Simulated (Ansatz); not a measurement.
A CCSD(T) single point on CH6BNOSn.

```yaml
crystal:
  periodic: [false, false, false]
  atoms:
    - {symbol: B, position_ang: [-2.145925, 0.505009, -0.013161]}
    - {symbol: Sn, position_ang: [-1.144486, -0.816220, 1.511301]}
    - {symbol: N, position_ang: [0.972709, 0.040536, 0.954007]}
    - {symbol: C, position_ang: [1.569185, 0.108146, -0.158987]}
    - {symbol: O, position_ang: [0.992541, -0.343280, -1.257134]}
    - {symbol: H, position_ang: [-1.647557, 1.499846, -0.471810]}
    - {symbol: H, position_ang: [-3.297115, 0.319745, -0.307284]}
    - {symbol: H, position_ang: [-0.891575, -2.109766, 0.338258]}
    - {symbol: H, position_ang: [1.521867, 0.416775, 1.715502]}
    - {symbol: H, position_ang: [2.570070, 0.532624, -0.271721]}
    - {symbol: H, position_ang: [1.565584, -0.210416, -2.018472]}
basis:
  gaussian: {orbitals: def2-SVP}
correlation: {method: ccsd_t}
```

```sh
$ ansatz run in.yaml --threads 4 --pin off --events-out ev --progress --plain
```

The program prints (abridged):

```
Functional definition: HF
1216 factors; integrals over basis functions are off by at most 1.2e-3 eV
mean field evaluation 1: about -11112.0901 eV, gradient 3.5e1 eV
mean field evaluation 2: about -11112.2323 eV, gradient 3.5e1 eV
mean field evaluation 4: about -11115.4598 eV, gradient 4.0e0 eV
mean field evaluation 8: about -11115.5373 eV, gradient 4.4e-1 eV
mean field evaluation 32: about -11107.4935 eV, gradient 2.0e0 eV
mean field -11115.53981459 eV, -408.4885538025 hartree, gradient 8.3e-6 eV, S^2 0.000000; 0 other end points of the search recorded, 0 dependent functions left out
8 core orbitals not correlated: weight in the atoms' cores, before any rotation towards them, 1.000 or more for the frozen orbitals, at most 0.000 for the correlated occupied ones
reference -11115.53981459 eV, -408.4885538025 hartree; 19, 19 occupied and 85, 85 virtual orbitals, 1216 factors
second order -18.25269219 eV of doubles, -0.00000000 eV of singles
cycle   1  -18.96324936 eV  change   -7.1e-1 eV  update   1.2e-1
cycle   2  -19.56911742 eV  change   -6.1e-1 eV  update   3.9e-2
cycle   3  -19.71894673 eV  change   -1.5e-1 eV  update   2.3e-2
cycle   4  -19.70840959 eV  change    1.1e-2 eV  update   8.2e-3
cycle   5  -19.70674910 eV  change    1.7e-3 eV  update   4.3e-3
cycle   6  -19.70708027 eV  change   -3.3e-4 eV  update   2.1e-3
cycle   7  -19.70606102 eV  change    1.0e-3 eV  update   9.9e-4
cycle   8  -19.70629292 eV  change   -2.3e-4 eV  update   4.4e-4
cycle   9  -19.70654033 eV  change   -2.5e-4 eV  update   2.0e-4
cycle  10  -19.70643301 eV  change    1.1e-4 eV  update   1.1e-4
cycle  11  -19.70650104 eV  change   -6.8e-5 eV  update   4.9e-5
cycle  12  -19.70650813 eV  change   -7.1e-6 eV  update   1.6e-5
perturbative correction -0.63137620 eV, -0.0232026474 hartree
Total energy: -11135.87769891 eV, -409.2359572659 hartree
```

It took 11 s on 4 threads of a server CPU on a shared host, with 0.68 GiB of host memory at the peak.

The correlation energy is -20.338 eV, 3.1 % of it from (T); the T1 diagnostic reads 0.0160.
